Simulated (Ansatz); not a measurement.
Reaction (formal exchange of groups at the Si–C bond): `C[SiH2]C1C=N1` + `C=NO` → `C[SiH2]O` + `C=NC1C=N1`

Gas-phase electronic energies from Ansatz, PBE0-D4/def2-TZVP geometries. CCSD(T)/CBS adds triple-zeta CCSD(T) − MP2 to the extrapolated MP2 energy (def2 sets, frozen cores). This one scheme is used for every species. Functionals use def2-TZVPP. One conformer a species, not always the lowest.

`C[SiH2]C1C=N1`:

Cartesian coordinates in Å:
```
C -1.264 -1.461 0.021
Si -0.708 0.280 0.404
C 1.144 0.455 0.201
C 1.767 1.462 -0.641
N 1.726 0.381 -1.250
H -2.348 -1.558 0.118
H -0.797 -2.176 0.703
H -0.984 -1.732 -0.999
H -1.070 0.639 1.806
H -1.361 1.252 -0.517
H 1.784 -0.019 0.947
H 2.111 2.477 -0.793
```

`C=NO`:

```xyz
6

C     0.074   -0.447    0.750
N    -0.584    0.069   -0.197
O     0.234    0.694   -1.113
H    -0.499   -0.959    1.514
H     1.160   -0.392    0.811
H    -0.385    1.035   -1.765
```

`C[SiH2]O`:

```xyz
9

C    -0.286    0.117   -1.132
Si   -0.131   -0.342    0.667
O     1.329    0.087    1.309
H    -1.247   -0.225   -1.528
H     0.509   -0.344   -1.722
H    -0.235    1.200   -1.274
H    -0.207   -1.814    0.839
H    -1.243    0.300    1.427
H     1.512    1.021    1.413
```

`C=NC1C=N1`:

Z-matrix (Å, degrees):
```
C
N 1 1.415
N 1 1.531 2 121.3
C 1 1.438 2 122.5 3 59.2
H 1 1.085 2 112.9 3 -144.6
C 2 1.261 1 119.3 3 0.5
H 4 1.084 1 151.0 2 71.4
H 6 1.095 2 123.4 1 0.2
H 6 1.088 2 118.7 1 179.7
```

```csv
level,ΔE (kJ/mol)
B2PLYP,-241.2
CCSD(T)/def2-SVP,-221.1
```

Problem. What does CCSD(T)/CBS give? (Best estimate.)

Solution. Ansatz gave: -241.6 kJ/mol. The listed levels differ from it by 0.4, 20.5 kJ/mol.

Problem. What do rigid-rotor, harmonic-oscillator terms from PBE0-D4/def2-TZVP frequencies (298.15 K, 1 bar) make of the CCSD(T)/CBS value? (Estimate.)

Solution. Ansatz gave: ΔZPE = +1.2 kJ/mol, ΔH = -241.2 kJ/mol, ΔS = -6 J/(mol·K), ΔG = -239.3 kJ/mol. Modes under 50 cm⁻¹ make the entropy rough.

Largest T1 diagnostic among the species: 0.014.

Leaving LDA and LC-ωPBE aside and taking each functional with its dispersion term where it has one, the values, not all of them listed here, spread over 36.9 kJ/mol, from BHLYP-D4 to revPBE-D4. LDA lies −11.4 kJ/mol from PBE without D4. In def2-TZVPP, CCSD(T) changes the Hartree–Fock value by +27.6 kJ/mol (the triples alone add +4.7 kJ/mol) and MP2 by +13.3 kJ/mol.
